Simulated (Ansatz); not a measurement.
GeH2MeF (CH₅FGe). Charge 0, multiplicity 1. Geometry r2SCAN-D4/def2-TZVP.

```xyz
8

Ge    0.1924   -0.5020    0.7176
H    -0.9153   -1.4733    1.1496
H     0.7772    0.2624    1.9137
C    -0.3141    0.6411   -0.7617
H    -1.1463    1.2878   -0.4773
H    -0.6181    0.0301   -1.6119
H     0.5311    1.2638   -1.0558
F     1.4931   -1.5098    0.1259
```

(1) Estimate the orbital energies around the gap (eV) in Ansatz with LDA (SPW92)/def2-TZVP, revPBE-D4/def2-TZVP, r2SCAN-D4/def2-TZVP, PBE0-D4/def2-SVP, BHLYP-D4/def2-TZVP.

Answers

(1) 
| orbital | LDA (SPW92)/def2-TZVP | revPBE-D4/def2-TZVP | r2SCAN-D4/def2-TZVP | PBE0-D4/def2-SVP | BHLYP-D4/def2-TZVP |
| --- | --- | --- | --- | --- | --- |
| HOMO−13 | -30.44 | -30.09 | -31.00 | -34.20 | -38.10 |
| HOMO−12 | -30.42 | -30.08 | -30.98 | -34.19 | -38.08 |
| HOMO−11 | -30.35 | -30.01 | -30.91 | -34.10 | -37.99 |
| HOMO−10 | -30.35 | -30.01 | -30.91 | -34.10 | -37.98 |
| HOMO−9 | -27.58 | -27.70 | -29.17 | -30.56 | -34.74 |
| HOMO−8 | -17.59 | -17.62 | -18.56 | -19.79 | -22.21 |
| HOMO−7 | -13.65 | -13.38 | -13.94 | -15.18 | -17.08 |
| HOMO−6 | -10.61 | -10.44 | -10.91 | -12.06 | -13.81 |
| HOMO−5 | -10.52 | -10.40 | -10.86 | -12.01 | -13.74 |
| HOMO−4 | -9.82 | -9.60 | -10.07 | -11.19 | -13.21 |
| HOMO−3 | -9.49 | -9.27 | -9.79 | -11.02 | -13.04 |
| HOMO−2 | -9.49 | -9.22 | -9.74 | -11.01 | -12.86 |
| HOMO−1 | -7.89 | -7.77 | -8.21 | -9.20 | -10.72 |
| HOMO | -7.79 | -7.60 | -8.00 | -9.00 | -10.36 |
| LUMO | -0.80 | -0.36 | -0.12 | 0.65 | 1.25 |
| LUMO+1 | 0.14 | 0.34 | 0.85 | 1.61 | 1.66 |
| LUMO+2 | 0.17 | 0.47 | 0.95 | 2.00 | 2.17 |
| LUMO+3 | 1.33 | 1.63 | 2.00 | 2.79 | 3.31 |
| LUMO+4 | 1.62 | 1.88 | 2.53 | 3.24 | 3.36 |
| LUMO+5 | 2.17 | 2.37 | 3.15 | 3.70 | 3.83 |
